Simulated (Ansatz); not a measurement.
Gas-phase electronic energies from Ansatz, PBE0-D4/def2-TZVP geometries. CCSD(T)/CBS adds triple-zeta CCSD(T) − MP2 to the extrapolated MP2 energy (def2 sets, frozen cores). This one scheme is used for every species. DFT in def2-TZVPP. B3LYP here is the variant with VWN-RPA as its local correlation; programs differ in this. HSE06 is defined as in plane-wave codes. Elements past krypton have def2 core potentials. For Mo outer-core shells are correlated without core-valence functions, which leaves a few kJ/mol of doubt a bond. Each species was taken in one conformer, which may not be the lowest.

`N[SiH](F)F` + `[O]=[Mo](=[O])([F])[Cl]` → `F[SiH](F)F` + `[NH2][Mo](=[O])(=[O])[Cl]`  (redistribution)

```
             level  ΔE (kJ/mol)  difference from CCSD(T)/CBS
       LDA (SPW92)        -37.4                         11.7
            PBE-D4        -33.8                         15.3
         revPBE-D4        -32.7                         16.4
           BLYP-D4        -37.3                         11.8
         r2SCAN-D4        -36.5                         12.6
            B97M-V        -34.3                         14.8
           PBE0-D4        -38.8                         10.3
          B3LYP-D4        -41.1                          8.0
        r2SCANh-D4        -38.7                         10.4
        r2SCAN0-D4        -41.5                          7.6
          HSE06-D4        -38.9                         10.2
          BHLYP-D4        -45.4                          3.7
      CAM-B3LYP-D4        -38.8                         10.3
           ωB97M-V        -38.1                         11.0
            B2PLYP        -41.6                          7.5
          PBE-QIDH        -43.0                          6.1
               PBE        -32.3                         16.8
            revPBE        -30.6                         18.5
            r2SCAN        -36.1                         13.0
              PBE0        -37.4                         11.7
             B3LYP        -38.8                         10.3
           r2SCANh        -38.2                         10.9
           r2SCAN0        -41.0                          8.1
             HSE06        -37.6                         11.5
             BHLYP        -43.1                          6.0
         CAM-B3LYP        -37.3                         11.8
           LC-ωPBE        -27.9                         21.2
       HF/def2-SVP        -35.6                         13.5
      MP2/def2-SVP        -36.8                         12.3
     CCSD/def2-SVP        -40.5                          8.6
  CCSD(T)/def2-SVP        -40.6                          8.5
     HF/def2-TZVPP        -45.7                          3.4
    MP2/def2-TZVPP        -49.7                         -0.6
   CCSD/def2-TZVPP        -49.7                         -0.6
     HF/def2-QZVPP        -45.9                          3.2
    MP2/def2-QZVPP        -49.3                         -0.2
SCS-MP2/def2-QZVPP        -47.1                          2.0
      HF/CBS(def2)        -45.9                          3.2
     MP2/CBS(def2)        -49.0                          0.1
    CCSD/CBS(def2)        -49.0                          0.1
       CCSD(T)/CBS        -49.1                            0
```

(1) What do rigid-rotor, harmonic-oscillator terms from PBE0-D4/def2-TZVP frequencies (298.15 K, 1 bar) make of the CCSD(T)/CBS value? (Estimate.)

Largest T1 diagnostic among the species: 0.024, so the coupled-cluster value is less sure than usual.

Results:

(1) Computed: ΔZPE = +1.2 kJ/mol, ΔH = -48.9 kJ/mol, ΔS = -19 J/(mol·K), ΔG = -43.4 kJ/mol.

At CCSD(T), def2-SVP lies +8.5 kJ/mol from the extrapolated value and def2-TZVPP −0.7 kJ/mol. From r2SCAN to r2SCAN0 (25 % exact exchange), in def2-TZVPP and without D4, ΔE moves by −4.9 kJ/mol.
